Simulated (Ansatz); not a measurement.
Ti₂O₄⁻. Charge -1, multiplicity 2. Geometry PBE-D4/def2-SVPD, basis def2-TZVPD, Ansatz.

```csv
atom,x (Å),y (Å),z (Å)
Ti1,0.370,1.326,0.196
Ti2,0.336,-1.269,-0.458
O3,-0.559,2.538,0.871
O4,-0.223,0.321,-1.265
O5,-0.624,-2.634,-0.432
O6,0.700,-0.283,1.088
```

| run | HOMO (eV) | LUMO (eV) |
| --- | --- | --- |
| A | -3.66 | 2.61 |
| B | 0.00 | 0.58 |
| C | -0.18 | 0.47 |
| D | -0.72 | 0.95 |
| E | -0.02 | 0.50 |

The structure comes from a short search, and lower isomers may exist.

HOMO and LUMO are taken over both spins.

Question: The runs used B97M-V, HF, PBE, PBE0, r2SCAN. Estimate which is which.

Answer: A HF (100 % exact exchange); B PBE (0 % exact exchange); C r2SCAN (0 % exact exchange); D PBE0 (25 % exact exchange); E B97M-V (0 % exact exchange). Exact exchange lowers occupied and raises empty levels; among semilocal functionals meta-GGAs tend to open the gap a little, and such runs are hard to tell apart. The gap grows from 0.52 eV (B97M-V) to 6.27 eV (HF).
